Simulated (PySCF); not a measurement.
Computed vibrations of [PmBr2]+

[PmBr2]+ (singlet in the valence; each metal's 4f electrons, 4 of them, lie in its core potential, out of spins and levels). PySCF 2.14.0, RKS PBE0, Pm lcecp-1-SVP with ECP50, Br def2-SVP; non-relativistic Hamiltonian with scalar-relativistic core potentials where named; density fitting; no spin-orbit coupling. Central differences of gradients.

```xyz
3

Pm    0.0000    0.0000   -0.7859
Br    2.0930    0.0000    0.7215
Br   -2.0930    0.0000    0.7215
```

Run from Python with OMP_NUM_THREADS=2. Where DIIS fails, smearing, a level shift and second-order steps follow.
It took 28 s on 2 threads of Arm Neoverse V2, on a shared host.

Q: What are the harmonic wavenumbers and infrared intensities?

A: Modes are labelled in C2v; negative numbers are unstable modes, those under 60 cm⁻¹ near the noise; a finer grid moves soft modes by up to 10 cm⁻¹.
```
cm⁻¹  km/mol  symmetry
  56     3.1        a1
 270    18.0        a1
 284    71.4        b2
```

Q: Is this a minimum?

A: Yes, within the noise of the softest modes. Ideal gas at 298.15 K and 1 bar: S = 345.2 J/(mol K), Cp = 55.9 J/(mol K), H − H(0 K) = 14.4 kJ/mol (rigid rotor, harmonic modes, spin degeneracy alone, that of the 4f electrons in the core included; the modes under 60 cm⁻¹ make these uncertain).

An lcecp potential fixes the number of 4f electrons, so in runs with it no electron can move into or out of that shell.
